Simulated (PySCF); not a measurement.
## TDDFT excited states: C5H14Si3

Compound: C5H14Si3.
InChI=1S/C5H14Si3/c1-2-5-7-3-6-4-8-5/h2,5H,1,3-4,6-8H2

Computed with TDDFT B3LYP/def2-SVPD, vertical, gas phase, core orbitals frozen in the response in PySCF 2.14.0, density-fitted response routines. One conformer (not necessarily the lowest) at the PBE0-D3(BJ)/def2-SVP geometry, without solvent, vibrations or thermal averaging.

```csv
state,E (eV),λ (nm),ν̃ (cm⁻¹),f,|μ| (D),"main configurations (H = HOMO, L = LUMO)"
S1,6.00,206.6,48400,0.245,3.28,H→L (90%)
S2,6.04,205.4,48680,0.021,0.95,H→L+1 (96%)
S3,6.31,196.6,50860,0.0000,0.02,H→L+2 (97%)
S4,6.66,186.1,53740,0.015,0.77,H→L+3 (90%)
S5,6.80,182.3,54870,0.0043,0.41,"H-1→L (81%), H→L+5 (9%)"
S6,6.87,180.5,55410,0.0062,0.49,"H→L+5 (49%), H→L+6 (32%), H-1→L (14%)"
S7,6.90,179.8,55620,0.127,2.21,"H→L+4 (76%), H-2→L (14%)"
S8,7.14,173.7,57570,0.045,1.29,"H→L+6 (52%), H→L+5 (30%), H→L+8 (11%)"
S9,7.17,173.0,57800,0.063,1.53,"H-2→L (74%), H→L+4 (10%), H-1→L+1 (9%)"
S10,7.20,172.1,58110,0.0017,0.25,"H-1→L+1 (63%), H→L+7 (26%)"
```

Triplets (Tamm–Dancoff): T1 4.11 eV, H→L (84%), H→L+4 (8%); T2 5.96 eV, H→L+1 (95%); T3 6.17 eV, H→L+2 (94%); T4 6.48 eV, H→L+4 (65%), H→L (13%), H-2→L (10%).

The lowest singlet comes at 207 nm (579 kJ/mol) in the ultraviolet; it is strong; its leading configuration is HOMO→LUMO (90%). The lowest level is also the most intense of those listed (f = 0.245). Löwdin shares by element: HOMO carbon 73% or more, silicon 6% or more (atoms not listed hold the other 21%); LUMO carbon 56% or more, silicon 6% or more (atoms not listed hold the other 38%). Weighted by f, the mean energy of these states is 6.49 eV. The oscillator strengths of these states sum to 0.529; summed over the whole spectrum of an exact calculation they would give the number of electrons, 86 (Thomas–Reiche–Kuhn). Orbital energies (eV): HOMO-3 -8.85, HOMO-2 -8.30, HOMO-1 -8.06, HOMO -6.80, LUMO -0.43, LUMO+1 0.00, LUMO+2 0.34. All these states lie below the vertical ionisation energy of 8.73 eV (ΔSCF). Only the lowest 10 singlets were computed, as vertical energies without vibronic structure.
